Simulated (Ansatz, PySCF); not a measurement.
Here is a job for PySCF.
```python
from pyscf import gto, scf, dft

mol = gto.Mole()
mol.atom = '''
    Hf    0.047224   -0.000550    0.055786
    O     1.101216    0.298600   -1.360218
    O    -1.526232   -0.293651    0.858147
'''
mol.basis = 'def2-tzvp'
mol.ecp = {'Hf': 'def2-tzvp'}
mol.charge = 0
mol.spin = 2
mol.verbose = 4
mol.build()

mf = dft.UKS(mol)
mf.xc = 'b97m_v'
mf.grids.atom_grid = (99, 590)
mf.grids.prune = None
mf.kernel()
```

Task: Give the equivalent Ansatz (an electronic-structure program) input.

Result: This is not unique; one that fits is 
Ansatz 0.2 input:
```yaml
crystal:
  periodic: [false, false, false]
  atoms:
    - {symbol: Hf, position_ang: [0.04722398, -0.00054983, 0.05578566]}
    - {symbol: O, position_ang: [1.10121645, 0.29859966, -1.36021799]}
    - {symbol: O, position_ang: [-1.52623229, -0.29365116, 0.85814707]}
basis:
  gaussian:
    orbitals: def2-TZVP
hamiltonian:
  xc: {name: B97M-V}
magnetization: {spin_polarized: true, initial_magnetization: 2}
accuracy: high
```

Both were run: PySCF gave -198.436741 Eh and Ansatz -198.436671 Eh, 0.070 mEh apart.
